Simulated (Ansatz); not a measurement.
The cluster Li3Cl3⁻. The state is a doublet with charge -1. Geometry PBE-D4/def2-SVP, that of the neutral singlet.

```xyz
6

Li   -0.042    1.774   -0.690
Li    0.506   -1.449   -1.127
Li   -0.463   -0.325    1.816
Cl   -0.625    1.809    1.409
Cl    0.595    0.408   -2.263
Cl    0.029   -2.217    0.855
```

At PBE-D4/def2-TZVPD, r2SCAN-D4/def2-TZVPD, PBE0-D4/def2-TZVPD the highest occupied level of the charge -1 doublet lies above zero (up to 1.17 eV). Energy differences disagree on whether the electron is bound (positive means bound): -0.11 eV (vertical, to the charge 0 singlet, at r2SCAN-D4/def2-TZVPD), but 0.06 eV at PBE-D4/def2-TZVPD. The structure comes from a short search, and lower isomers may exist.

(1) Estimate the α-spin orbital energies around the gap (eV) in Ansatz with PBE-D4/def2-TZVPD, r2SCAN-D4/def2-TZVPD, PBE0-D4/def2-TZVPD.

## Answers

(1) 
| orbital | PBE-D4/def2-TZVPD | r2SCAN-D4/def2-TZVPD | PBE0-D4/def2-TZVPD |
| --- | --- | --- | --- |
| HOMO−5 | -4.08 | -4.46 | -5.50 |
| HOMO−4 | -4.08 | -4.46 | -5.49 |
| HOMO−3 | -3.98 | -4.36 | -5.39 |
| HOMO−2 | -3.78 | -4.16 | -5.18 |
| HOMO−1 | -3.78 | -4.16 | -5.18 |
| HOMO | 1.14 | 1.17 | 0.93 |
| LUMO | 1.42 | 1.48 | 1.70 |
| LUMO+1 | 1.43 | 1.49 | 1.70 |
| LUMO+2 | 2.22 | 2.56 | 2.50 |
| LUMO+3 | 2.51 | 2.76 | 2.83 |
| LUMO+4 | 2.51 | 2.76 | 2.83 |
| LUMO+5 | 2.54 | 2.86 | 2.84 |
| β HOMO | -3.76 | -4.15 | -5.17 |
| β LUMO | 1.61 | 1.69 | 2.06 |
